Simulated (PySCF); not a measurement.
**Computed properties of Mg(F)(NH2) (FH2MgN), SMILES [NH2][Mg][F]**

Mg(F)(NH2) (FH₂MgN), SMILES [NH2][Mg][F]. The structure is a stationary point at TPSSh-D3(BJ)/def2-TZVP. The values are those of a single conformer. All values are computed for the isolated molecule unless a solvent is named; none is compared with measurement here.

**Structure.** The optimised structure has C2v symmetry. All 9 harmonic modes at TPSSh-D3(BJ)/def2-TZVP (PySCF) are real, so it is a minimum. With heavy atoms numbered as in [Mg:1]([F:2])[NH2:3], the shortest bond between them is Mg1–F2 at 1.763 Å and the longest Mg1–N3 at 1.883 Å.

**Vibrations.** The strongest infrared lines (harmonic, unscaled, degenerate partners summed) lie at 832 cm⁻¹ (146 km/mol, Mg 59 %, F 20 %, N 18 %), 541 cm⁻¹ (103 km/mol, H 80 %, N 15 %), 153 cm⁻¹ (98 km/mol, Mg 59 %, F 21 %, N 19 %). The softest mode is at 143 cm⁻¹ and the zero-point energy is 16.0 kcal/mol.

**Electronic structure.** CAM-B3LYP/def2-TZVPD (PySCF) places the frontier levels at -8.12 and -0.65 eV, a gap of 7.47 eV, and gives a dipole moment of 2.11 D and a mean polarisability of 30.9 bohr³. PBE/def2-TZVPD (PySCF) at the same geometry gives -5.29 and -2.00 eV, so its gap is 4.18 eV narrower. An orbital gap is neither the optical nor the fundamental gap.

**Excitations.** TDA-ωB97X/def2-TZVPD (PySCF) has S1 at 4.47 eV (277 nm, f = 0.077, bright); the most intense of the 10 singlets computed lies at 7.87 eV (f = 0.25). T1 (TDA) is at 4.32 eV, 0.15 eV under S1. No vertical singlet excitation falls in the visible range (under 3.1 eV).

**NMR.** GIAO shifts at PBE0/pcSseg-2 (PySCF) (non-relativistic, atoms alike by connectivity averaged): ¹H at -0.9 ppm against TMS; ¹⁹F at -256.6 ppm against CFCl3.
